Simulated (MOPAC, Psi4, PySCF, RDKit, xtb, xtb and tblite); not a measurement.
Two geometries of SMILES COc1ccccc1O[SiH3] (C7H10O2Si), singlet, relaxed at GFN2-xTB with one dihedral held; other torsions can differ between them too.

Structure A

```
20

C     -0.7854    -1.8466     3.1429
O     -1.0767    -1.5729     1.7907
C     -0.0514    -1.0966     1.0103
C      1.2307    -1.6211     1.0107
C      2.1888    -1.1238     0.1423
C      1.8635    -0.1116    -0.7411
C      0.5811     0.4078    -0.7593
C     -0.3882    -0.0768     0.1092
O     -1.6216     0.4415     0.0771
Si    -2.9380     0.1418     0.9979
H     -0.2441    -2.7919     3.2505
H     -1.7466    -1.9272     3.6477
H     -0.1987    -1.0417     3.5951
H      1.4853    -2.4140     1.6977
H      3.1856    -1.5370     0.1565
H      2.6071     0.2764    -1.4202
H      0.3090     1.1983    -1.4412
H     -2.7296     0.4805     2.4070
H     -3.4673    -1.2047     0.8195
H     -3.7996     1.1405     0.3696
```

Structure B

```
20

C     -0.8253    -1.7942     3.1514
O     -1.0686    -1.5001     1.8006
C     -0.0279    -1.1185     1.0038
C      1.2897    -0.9876     1.4073
C      2.2615    -0.5908     0.4993
C      1.9217    -0.3242    -0.8114
C      0.6050    -0.4526    -1.2234
C     -0.3779    -0.8475    -0.3297
O     -1.6447    -0.9635    -0.7535
Si    -3.0246    -1.3910     0.0050
H     -0.1299    -2.6332     3.2590
H     -1.7912    -2.0691     3.5720
H     -0.4308    -0.9235     3.6856
H      1.5717    -1.1924     2.4284
H      3.2844    -0.4933     0.8296
H      2.6761    -0.0158    -1.5185
H      0.3176    -0.2490    -2.2431
H     -3.4070    -0.4551     1.0596
H     -3.0063    -2.7718     0.4821
H     -3.8996    -1.2528    -1.1562
```

Question: Which is lower in energy at the level B3LYP-D3(BJ)/def2-SVP // GFN2-xTB in Psi4 1.11, and by how much?

Answer: B is lower, by 4.70 kJ/mol (dihedral C1–O2–C3–C4: 45° in A, 0° in B).

E(B) − E(A) in kJ/mol at the other levels, on the same two geometries: GFN2-xTB (xtb and tblite) -5.48; MMFF94 // GFN2-xTB (RDKit) -8.77; B3LYP/def2-SVP // GFN2-xTB (Psi4) -5.92; PBE/def2-SVP // GFN2-xTB (Psi4) -6.12; PBE-D3(BJ)/def2-SVP // GFN2-xTB (Psi4) -5.43; UFF // GFN2-xTB (RDKit) -9.29; PM7, restricted, heats of formation // GFN2-xTB (MOPAC) -0.86; AM1, restricted, heats of formation // GFN2-xTB (MOPAC) 1.59; GFN1-xTB // GFN2-xTB (xtb) -6.21; restricted B3LYP/6-31G*, spherical d, density fitting // GFN2-xTB (PySCF) -4.46; restricted MP2 (frozen core)/3-21G // GFN2-xTB (PySCF) -4.47; restricted Hartree-Fock/STO-3G // GFN2-xTB (PySCF) -0.98.
